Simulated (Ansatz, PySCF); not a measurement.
Mg(H)(iPr) (C3H8Mg), SMILES C[CH](C)[MgH]. Atoms are numbered in the order given.

```xyz
12

Mg     0.1216     0.3850     1.6711
H      0.3806     0.6600     3.3416
C     -0.1957     0.0384    -0.4081
C     -0.5644    -1.4181    -0.7230
C      0.9866     0.4882    -1.2778
H     -1.0677     0.6651    -0.6924
H     -0.7613    -1.5696    -1.8048
H      0.2490    -2.1196    -0.4604
H     -1.4676    -1.7584    -0.1867
H      1.2303     1.5578    -1.1517
H      0.7868     0.3330    -2.3585
H      1.9083    -0.0802    -1.0537
```
Charge 0, spin multiplicity 1.

Geometry: r2SCAN-D4/def2-SVP. The structure was generated by enumeration; whether it is a known compound was not checked.

Two levels are set side by side: PBE-D3(BJ)/def2-SVP (Ansatz, an electronic-structure program) and r2SCAN-D4/def2-SVP (Ansatz). Each level has its own optimised geometry; the coordinates shown are those of the second. Frequencies come from the Hessian of PySCF at each geometry. Differences are taken from unrounded values.

```tsv
quantity	r2SCAN-D4
mean bond length (Å)	1.333
bond Mg1–C3 (Å)	2.132
bond C3–C4 (Å)	1.535
bond C3–C5 (Å)	1.535
bond Mg1–H2 (Å)	1.713
bond C3–H6 (Å)	1.111
bond C4–H7 (Å)	1.110
bond C4–H8 (Å)	1.106
bond C4–H9 (Å)	1.104
bond C5–H10 (Å)	1.104
bond C5–H11 (Å)	1.110
bond C5–H12 (Å)	1.106
highest harmonic wavenumber (cm⁻¹)	3084
mean harmonic wavenumber (cm⁻¹)	1406
zero-point energy (kcal/mol)	60.29
```

**Question.** What does PBE-D3(BJ) give, and how far is it from r2SCAN-D4? (An estimate is asked for; the answer gives what the named calculation found.)

**Answer.** 
| quantity | PBE-D3(BJ) | PBE-D3(BJ) minus r2SCAN-D4 |
|---|---|---|
| mean bond length (Å) | 1.340 | 0.007 |
| bond Mg1–C3 (Å) | 2.141 | 0.010 |
| bond C3–C4 (Å) | 1.537 | 0.002 |
| bond C3–C5 (Å) | 1.537 | 0.002 |
| bond Mg1–H2 (Å) | 1.722 | 0.009 |
| bond C3–H6 (Å) | 1.116 | 0.005 |
| bond C4–H7 (Å) | 1.118 | 0.008 |
| bond C4–H8 (Å) | 1.113 | 0.007 |
| bond C4–H9 (Å) | 1.111 | 0.007 |
| bond C5–H10 (Å) | 1.111 | 0.007 |
| bond C5–H11 (Å) | 1.118 | 0.008 |
| bond C5–H12 (Å) | 1.113 | 0.007 |
| highest harmonic wavenumber (cm⁻¹) | 3020 | -64 |
| mean harmonic wavenumber (cm⁻¹) | 1372 | -33 |
| zero-point energy (kcal/mol) | 58.86 | -1.43 |
